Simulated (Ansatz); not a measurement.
This geometry of ClF2GeH (5 atoms, charge 0, multiplicity 1) is a first-order saddle point.

The calculation used RKS PBE/def2-SVP (Ansatz 0.2.0).

```xyz
5
Properties=species:S:1:pos:R:3
Ge -0.233 -0.052 0.354
H 0.966 0.023 1.450
F 1.738 0.000 0.302
F -0.677 1.345 -0.605
Cl -0.855 -1.756 -0.837
```

Task: Which two structures does it join? (They come from a converged band through this point; their orientation in space is the band's.)

Result: Bonds broken: Ge1–H2, Ge1–F3. Bonds formed: H2–F3. ClF2GeH becomes ClFGe + FH.

First end point:

```xyz
5
Properties=species:S:1:pos:R:3
Ge 0.210 -0.045 0.241
H 0.186 0.002 1.777
F 1.849 -0.029 -0.340
F -0.527 1.385 -0.421
Cl -0.778 -1.754 -0.592
```

Last end point:

```xyz
5
Properties=species:S:1:pos:R:3
Ge -0.596 -0.565 0.868
H 1.114 0.757 0.173
F 1.639 0.013 0.534
F -0.411 1.111 0.075
Cl -0.807 -1.757 -0.986
```

Task: How far does it lie above each of them?

Result: 194.3 kJ/mol above the first and 150.1 kJ/mol above the second. This is the barrier of this one path; another mechanism may lie lower. The orbitals stay closed-shell, which can raise the energy where a bond breaks towards radicals; this wasn't checked here.

The run took 5.6 min on 1 thread of Arm Neoverse V1, on a shared host, peak memory 0.12 GiB.
